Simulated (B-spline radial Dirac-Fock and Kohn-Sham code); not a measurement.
**Two-hole binding energies of Pb²⁺**

System: lead as Pb²⁺ in the configuration [Xe] 4f14 5d10 6s1 6p1 (not the ground configuration).

The computed values come from a radial atomic solver: Dirac-Fock (average of configuration) total-energy differences with a finite nucleus, the Breit interaction including its frequency dependence, and self-energy and vacuum-polarisation corrections. U is the two-hole binding energy less the two single-hole energies, the effective repulsion of the holes after relaxation. Each two-hole energy is an average over J within one jj subconfiguration.

```csv
holes,E(a) (eV),E(b) (eV),E(ab) (eV),U (eV)
1s⁻¹ 2p3/2⁻¹,88026.6,13061.9,?,?
1s⁻¹ 3p1/2⁻¹,88026.6,3586.5,91760.8,147.7
1s⁻¹ 3p3/2⁻¹,88026.6,3098.6,91246.9,121.7
1s⁻¹ 3d3/2⁻¹,88026.6,2613.8,90758.0,117.5
2s⁻²,15894.4,15894.4,32048.6,259.8
2s⁻¹ 3p1/2⁻¹,15894.4,3586.5,19591.6,110.7
2p1/2⁻¹ 3s⁻¹,15226.3,3884.9,19216.8,105.6
2p3/2⁻¹ 3p1/2⁻¹,13061.9,3586.5,16761.1,112.7
3p3/2⁻²,3098.6,3098.6,6267.6,70.5
4d3/2⁻²,466.0,466.0,964.0,32.1
4d3/2⁻¹ 4d5/2⁻¹,466.0,443.5,941.9,32.4
4d5/2⁻²,443.5,443.5,918.8,31.7
5p1/2⁻²,135.4,135.4,290.8,20.0
5d3/2⁻²,47.21,47.21,109.8,15.4
```

Question: Give the missing two-hole energy and U.

Answer: E(ab) = 101472.2 eV and U = 383.7 eV.
